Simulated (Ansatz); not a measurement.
System: CH3BBr (charge 0, doublet). It need not be the lowest isomer of its formula. 
Coordinates optimised at B3LYP-D3(BJ)/def2-TZVP (Ansatz, an electronic-structure program):
SMILES: [B](Br)C
```xyz
6

B      0.1134    -1.1971    -0.0066
C     -1.0348    -1.9471     0.7032
Br     0.2732     0.6873    -0.1985
H     -0.7966    -1.9517     1.7756
H     -1.1222    -2.9889     0.3926
H     -2.0026    -1.4484     0.5929
```
Charge 0, spin multiplicity 2.

Computed values are from Ansatz. Correlated levels leave the core frozen unless marked. Open shells are spin-unrestricted. Spin-orbit coupling is left out. Frozen are the shells of the preceding noble gas and the d and f shells that filled before the atom's block. No relativistic terms. CBS marks a two-point X^-3 extrapolation of the correlation energy; Hartree-Fock from the larger set.

```json
{
 "atomisation energy De": "2009.2 kJ/mol at CCSD(T)/CBS(cc-pVTZ,cc-pVQZ)",
 "total_energy": "-2637.2907 Eh at CCSD(T)/CBS(cc-pVTZ,cc-pVQZ)",
 "dipole_moment": "1.35 D at CCSD(T)/aug-cc-pVDZ",
 "T1 diagnostic": "0.015 at CCSD/cc-pVQZ"
}
```
